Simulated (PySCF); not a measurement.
One of the candidates below gave these computed data.

All candidates are C5H7NO.

- Rotational structure: rotational constants A, B, C: 7.627, 1.122, 0.990 GHz [GFN2-xTB]
- UV, strongest line: among the 8 lowest singlet transitions: S4 at 6.83 eV (182 nm, f = 0.116) [TDDFT wB97X-D/def2-SVPD]
- Dipole: 4.57 D [wB97X-D/def2-SVPD]
- Polarisability: 73.1 au [wB97X-D/def2-SVPD]
- Triplet: lowest triplet excitation (Tamm–Dancoff): 4.65 eV [TDA wB97X-D/def2-SVPD]
- UV, first state: lowest singlet excitation: 5.04 eV (246 nm, f = 0.000) [TDDFT wB97X-D/def2-SVPD]

The electronic properties come from PySCF, for the isolated species, density fitting. Levels stand in brackets. The structure is a single GFN2-xTB conformer in the gas phase; no vibrational or solvent corrections.

Question: Which candidate is it?
A. `C=CC(=C)NC=O`
B. `C=C=CCNC=O`
C. `CCC#CC(N)=O`

Answer: C. It is `CCC#CC(N)=O`. Numbering: `[CH3:1][CH2:2][C:3]#[C:4][C:5]([NH2:6])=[O:7]`. Its formula, C5H7NO, gives 3 degrees of unsaturation: 0 rings and 3 π bonds in the structure found. The optimised geometry has point group Cs and is an asymmetric top.

The others, at the same levels:
- `C=CC(=C)NC=O` fails: its computed lowest singlet excitation is 5.34 eV (232 nm, f = 0.001) (against 5.04 eV), lowest triplet excitation (Tamm–Dancoff) is 3.25 eV (against 4.65 eV) and strongest line among the 8 lowest singlet transitions is S2 at 5.49 eV (226 nm, f = 0.301) (against S4 at 6.83 eV).
- `C=C=CCNC=O` fails: its computed lowest singlet excitation is 5.86 eV (212 nm, f = 0.000) (against 5.04 eV), strongest line among the 8 lowest singlet transitions is S6 at 7.42 eV (167 nm, f = 0.174) (against S4 at 6.83 eV) and rotational constant A is 5.369 GHz (against 7.627 GHz).

Each candidate is one conformer, not necessarily the lowest. The conformers computed, where there is a choice (atom-mapped SMILES and torsion angles):
- `[CH3:1][CH2:2][C:3]#[C:4][C:5]([NH2:6])=[O:7]`: H–N6–C5–C4 180°, H–N6–C5–C4 0°
- `[CH2:1]=[CH:2][C:3](=[CH2:4])[NH:5][CH:6]=[O:7]`: C1–C2–C3–C4 180°, C2–C3–N5–C6 180°, C3–N5–C6–O7 0°
- `[CH2:1]=[C:2]=[CH:3][CH2:4][NH:5][CH:6]=[O:7]`: C2–C3–C4–N5 1°, C3–C4–N5–C6 -119°, C4–N5–C6–O7 -6°
